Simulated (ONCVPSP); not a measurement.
**What one change does to a pseudopotential (copper, ONCV)**

```json
{
  "Element": "copper",
  "Generator": "ONCVPSP 4.0.1",
  "Type": "optimised norm-conserving Vanderbilt (ONCV)",
  "Functional": "PBE",
  "Relativity": "fully relativistic",
  "Frozen core": "[Ar]",
  "Valence charge": "11",
  "Reference configuration": "3d9 (charge +2)",
  "Partial waves": "s scattering state at 0.23 Ha: rc 1.70 bohr, ncon 4, nbas 8, qcut 3.8 1/bohr, 2 projectors, debl 4 Ha; p scattering state at 0.03 Ha: rc 1.45 bohr, ncon 3, nbas 6, qcut 4.5 1/bohr, local; 3d: rc 1.60 bohr, ncon 3, nbas 8, qcut 10.4 1/bohr, 2 projectors, debl 3.8 Ha",
  "Local potential": "the p channel",
  "Core correction": "none"
}
```

Open shells are filled in proportion to 2j + 1.

In the s channel the program set the typed energies aside and used 0.050, 4.050 Ha.

Change: d: debl 2.85.

Cutoffs: the cutoffs (Ha) at which the residual kinetic energy of the hardest occupied pseudo-wave falls to 1 and 0.1 mHa per electron; they do not see the model core or the augmentation charge, which bear on the density cutoff. Errors are all-electron minus pseudo energies relative to the spin-unpolarised reference configuration.

Q: What does the change do?

A: The potential gets neither clearly harder nor softer (41 Ha and 46 Ha → 41 Ha and 46 Ha); of the 4 tests that both files solve, the error grows in 1 and shrinks in 0 by more than 15 % and 0.3 meV (median size 91.7 → 98.4 meV); the range in which the d5/2 phases agree widens (upper end 0.9 → at the end of the scan); the range in which the d3/2 phases agree widens (upper end 0.9 → at the end of the scan); neither file shows a bound ghost.

| quantity | base | changed |
| --- | --- | --- |
| cutoff, loose | 41 Ha | 41 Ha |
| cutoff, tight | 46 Ha | 46 Ha |
| bound ghosts | none | none |
| GHOST(+) flags under 300 eV | s at 114.5 eV | s at 114.5 eV |
| error for 3d10 4s1, meV [ΔE -29.48 eV] | +137 | +145 |
| error for 3d10, meV [ΔE -21.33 eV] | +16 | +23 |
| error for 3d8, meV [ΔE 39.02 eV] | +46 | +51 |
| error for 3d9 4s1 4p1, meV [ΔE -22.67 eV] | +148 | +148 |
| s: phases at 1.73 bohr within 0.05 rad from the reference energy up to (Ha; the scan ends near 5) | to the end of the scan | to the end of the scan |
| p3/2: phases at 1.47 bohr within 0.05 rad from the reference energy up to (Ha; the scan ends near 5) | 0.4 | 0.4 |
| p1/2: phases at 1.47 bohr within 0.05 rad from the reference energy up to (Ha; the scan ends near 5) | n/a | n/a |
| d5/2: phases at 1.63 bohr within 0.05 rad from the reference energy up to (Ha; the scan ends near 5) | 0.9 | to the end of the scan |
| d3/2: phases at 1.63 bohr within 0.05 rad from the reference energy up to (Ha; the scan ends near 5) | 0.9 | to the end of the scan |
